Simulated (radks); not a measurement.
Values are calculated unless marked as measured or tabulated.
All-electron atom: La III in [Xe] 5d1.

Code: a radial shooting solver on a logarithmic mesh with Libxc functionals. Model: Dirac Kohn-Sham, AM05, spin-unpolarised, spherical densities, point nucleus; open shells fill j = l - 1/2 first.

Energy parts (hartree):
| part | energy |
|---|---|
| total | -8490.7328 |
| kinetic | 9085.2945 |
| electron-nucleus | -20638.4578 |
| Hartree | 3259.7983 |
| exchange-correlation | -197.3677 |

Orbitals (lengths in bohr, moments of r in powers of bohr; r(max) is where P^2 peaks; r(90%) holds 90 % of the orbital's charge):
| orbital | occ. | eigenvalue (hartree) | r(90%) | r(max) | <r> |
|---|---|---|---|---|---|
| 1s1/2 | 2 | -1422.008 | 0.0452 | 0.01609 | 0.02508 |
| 2s1/2 | 2 | -226.7112 | 0.166 | 0.09116 | 0.1070 |
| 2p1/2 | 2 | -213.8894 | 0.148 | 0.06952 | 0.08995 |
| 2p3/2 | 4 | -198.7304 | 0.156 | 0.07469 | 0.09605 |
| 3s1/2 | 2 | -48.84317 | 0.419 | 0.2608 | 0.2851 |
| 3p1/2 | 2 | -43.43492 | 0.413 | 0.2474 | 0.2749 |
| 3p3/2 | 4 | -40.48097 | 0.430 | 0.2587 | 0.2870 |
| 3d3/2 | 4 | -30.99237 | 0.404 | 0.2081 | 0.2578 |
| 3d5/2 | 6 | -30.35973 | 0.409 | 0.2113 | 0.2616 |
| 4s1/2 | 2 | -10.22415 | 0.941 | 0.6087 | 0.6544 |
| 4p1/2 | 2 | -8.23441 | 0.982 | 0.6191 | 0.6747 |
| 4p3/2 | 4 | -7.60258 | 1.02 | 0.6435 | 0.7020 |
| 4d3/2 | 4 | -4.33818 | 1.15 | 0.6675 | 0.7622 |
| 4d5/2 | 6 | -4.22849 | 1.16 | 0.6756 | 0.7719 |
| 5s1/2 | 2 | -1.89059 | 2.23 | 1.408 | 1.553 |
| 5p1/2 | 2 | -1.34647 | 2.52 | 1.540 | 1.736 |
| 5p3/2 | 4 | -1.25192 | 2.63 | 1.606 | 1.812 |
| 5d3/2 | 1 | -0.54148 | 3.86 | 2.115 | 2.555 |
| 5d5/2 | 0 | -0.53236 | 3.91 | 2.145 | 2.590 |

The highest occupied level is 5d3/2 at -14.735 eV. For comparison, the ionisation energy in NIST's Atomic Spectra Database is 19.177 eV (measured). In exact Kohn-Sham theory the highest level is minus the ionisation energy, but local and semilocal functionals leave it too shallow, through self-interaction and a potential that decays too fast; potentials with the right tail come closer.

Beside tabulated values, note that spin-unpolarised runs miss the spin-polarisation part of the exchange energy of open shells.
